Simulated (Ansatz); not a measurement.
Computed with Ansatz on PBE0-D4/def2-TZVP structures; ΔE is electronic, products minus reactants. CCSD(T)/CBS is the MP2 limit (def2-TZVPP, def2-QZVPP) plus CCSD(T) − MP2 in def2-TZVPP, frozen cores. DFT in def2-TZVPP. B3LYP here is the variant with VWN-RPA as its local correlation; programs differ in this. For Br, Ge outer-core shells are correlated without core-valence functions, which leaves a few kJ/mol of doubt a bond. Scalar relativity is left out up to krypton. One conformer a species, not always the lowest.

`O[SiH](O)[O][GeH3]` + `FBBr` → `O[SiH](O)Br` + `FB[O][GeH3]`  (redistribution)

```
             level  ΔE (kJ/mol)
          B3LYP-D4        -45.0
           ωB97X-V        -44.8
               PBE        -50.0
              PBE0        -49.3
             B3LYP        -46.6
   CCSD/def2-TZVPP        -39.4
     HF/def2-QZVPP        -42.6
SCS-MP2/def2-QZVPP        -40.6
```

(1) What does CCSD(T)/CBS give? (Estimate.)

Largest T1 diagnostic among the species: 0.013.

## Answers

(1) Ansatz gave: -41.5 kJ/mol. The listed levels differ from it by -3.5, -3.3, -8.5, -7.8, -5.1, 2.1, -1.1, 0.9 kJ/mol.
